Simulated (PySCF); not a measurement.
# Working out the ionisation energy of Pb²⁺

Pb²⁺ [Xe] 4f14 5d10 6s2 (1S) → Pb³⁺ [Xe] 4f14 5d10 6s1 (2S). Computed with PySCF 2.14 in aug-cc-pwCVDZ-PP with ECP60MDF, with scalar relativity through the core potential. Frozen: nothing. Energies in hartree (1 hartree = 27.21139 eV):

| part | Pb²⁺ (lower) | Pb³⁺ (upper) |
| --- | --- | --- |
| UHF | -191.107224 | -190.013437 |
| MP2 opposite-spin | -0.271306 | -0.219601 |
| MP2 same-spin | -0.144182 | -0.121666 |

**Question.** What does Hartree-Fock give?

**Answer.** (-190.013437) − (-191.107224) = 1.093787 hartree = 29.763 eV.

**Question.** What do MP2 and SCS-MP2 (6/5 opposite-spin, 1/3 same-spin) give?

**Answer.** The opposite-spin parts differ by 1.407 eV and the same-spin parts by 0.613 eV. MP2: 29.763 + (1.407) + (0.613) = 31.783 eV. SCS-MP2: 29.763 + 1.2 × (1.407) + (0.613)/3 = 31.656 eV.

Measured between the centres of the two terms (NIST): 31.937 eV, so MP2 (valence and next inner shell) is off by -0.154 eV.

A double-zeta basis recovers only part of the correlation energy.

What remains against the reference includes basis incompleteness and correlation beyond second order.
